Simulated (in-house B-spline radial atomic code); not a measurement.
Configurations of S7+, with energies counted from [He] 2s2 2p5. All numbers are computed (non-relativistic SCAN, spin-polarised, spherical fractional occupations; point nucleus) with an all-electron radial atomic-structure program (B-spline basis), not measured. Shells without spins written out take the highest spin.

| configuration | E - E(ref) (eV) | highest orbital | its <r> (bohr) |
| --- | --- | --- | --- |
| [He] 2s(0 up, 1 down) 2p6 | 53.889 | 2p up | 0.4223 |
| [He] 2s1 2p5 3s1 | 246.76 | 3s up | 1.231 |
| [He] 2s(1 up, 0 down) 2p(2 up, 3 down) 3s(0 up, 1 down) | 253.04 | 3s down | 1.233 |
| [He] 2s1 2p5 3d1 | 279.64 | 3d up | 1.201 |

Problem. Order these further configurations by energy, lowest first.
A. [He] 2s(0 up, 1 down) 2p(3 up, 2 down) 3d(1 up, 0 down)
B. [He] 2s1 2p5 3p1
C. [He] 2s2 2p4 3d1
D. [He] 2s2 2p4 3s1
E. [He] 2s2 2p(1 up, 3 down) 3p(0 up, 1 down)

Solution. D (195.04 eV), E (209.25 eV), C (228.18 eV), B (261.1 eV), A (286.28 eV).
